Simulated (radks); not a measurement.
The numbers below are computed, except where a source is named.
Coulomb parameter of the 5d shell of the tungsten ion W2+ in the model configuration [Xe] 4f14 5d3 6s1, as a second difference U = [E(n + 0.5) + E(n - 0.5) - 2 E(n)] / (0.5)^2 with all orbitals relaxed. "Bare": the charge of the atom changes with n. "Screened": the 6s shell takes up the change at fixed total charge, which measures U(5d,5d) + U(6s,6s) - 2 U(5d,6s). Level of theory: scalar-relativistic Kohn-Sham, r2SCAN, spin-unpolarised, spherical densities, finite nucleus; meta-GGA in the generalised Kohn-Sham scheme; Fermi nuclear charge, rms radius 5.3658 fm (a radial shooting solver on a logarithmic mesh with Libxc functionals).

| case | configuration | E - E(n) (eV) |
|---|---|---|
| start | [Xe] 4f14 5d3 6s1 | 0.000 |
| bare +0.5 | [Xe] 4f14 5d3.5 6s1 | -9.627 |
| bare -0.5 | [Xe] 4f14 5d2.5 6s1 | 12.357 |
| screened +0.5 | [Xe] 4f14 5d3.5 6s0.5 | -0.761 |
| screened -0.5 | [Xe] 4f14 5d2.5 6s1.5 | 0.901 |

U(bare) = 10.922 eV, U(screened by 6s) = 0.564 eV, against the Slater integral F0(5d,5d) = 13.609 eV with frozen orbitals.
